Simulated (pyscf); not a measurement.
Structures and frequencies: ωB97X-D3(BJ)/def2-SVP in PySCF.

SMILES: ClBCCCl
```xyz
10

Cl     0.5141     0.5666     2.7449
B     -0.4238    -0.7674     2.1013
C     -0.9468    -0.7413     0.6202
C     -0.1907     0.1413    -0.3593
Cl     1.4702    -0.4867    -0.6035
H     -0.7064    -1.6522     2.8701
H     -1.0245    -1.7705     0.2320
H     -1.9948    -0.3833     0.7024
H     -0.6671     0.1691    -1.3486
H     -0.0893     1.1682     0.0170
```
Charge 0, spin multiplicity 1.

Question: What is the homolytic dissociation enthalpy (298 K, ωB97M-D3(BJ)/def2-TZVP) of the B–C bond of Cl–BH–CH₂–CH₂–Cl, to [HB–Cl]• + •H₂C–CH₂–Cl?

Answer: B–C to [HB–Cl]• + •H₂C–CH₂–Cl: 103.3 kcal/mol. The 7 functionals that were run give +93.0 (r²SCAN) to +103.4 kcal/mol (ωB97X-D3(BJ)). The radicals are drawn with the spin at the cut bond; how far it spreads was not checked. Other isomers of •H₂C–CH₂–Cl were not searched in full and may lie lower.
